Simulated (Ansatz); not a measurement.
One change: `C[NH][Al]([OH])[SH]` becomes `C[NH][Al]([OH])[F]`.

Ansatz, PBE0-D4/def2-TZVP geometries, multiplicity 1. Each molecule was computed in one conformer, which needn't be the lowest.

```tsv
property	`C[NH][Al]([OH])[SH]`
LUMO energy (PBE/def2-TZVPP) / eV	-1.02
LUMO energy (B3LYP/def2-TZVPP) / eV	-0.49
HOMO–LUMO gap (B3LYP/def2-TZVPP) / eV	6.01
size of the dipole moment (B3LYP/def2-TZVPP) / D	0.76
HOMO–LUMO gap (ωB97M-V/def2-TZVPP) / eV	10.41
HOMO–LUMO gap (PBE0/def2-TZVPP) / eV	6.54
```

Task: Give the same properties after the change, and the shifts. (Estimate.)

Result: The calculation gave: 
```tsv
property	`C[NH][Al]([OH])[F]`	shift
LUMO energy (PBE/def2-TZVPP) / eV	-1.18	-0.16
LUMO energy (B3LYP/def2-TZVPP) / eV	-0.66	-0.17
HOMO–LUMO gap (B3LYP/def2-TZVPP) / eV	6.02	0.01
size of the dipole moment (B3LYP/def2-TZVPP) / D	0.81	0.05
HOMO–LUMO gap (ωB97M-V/def2-TZVPP) / eV	10.48	0.07
HOMO–LUMO gap (PBE0/def2-TZVPP) / eV	6.57	0.03
```

With PBE0 the HOMO falls by 0.17 eV and the LUMO falls by 0.12 eV, so the gap widens by about 0.05 eV. PBE moves the HOMO by -0.13 eV and ωB97M-V by -0.18 eV. Dipoles are sizes alone; their direction can turn.

B3LYP here is the variant with VWN-RPA as its local correlation; programs differ in this.
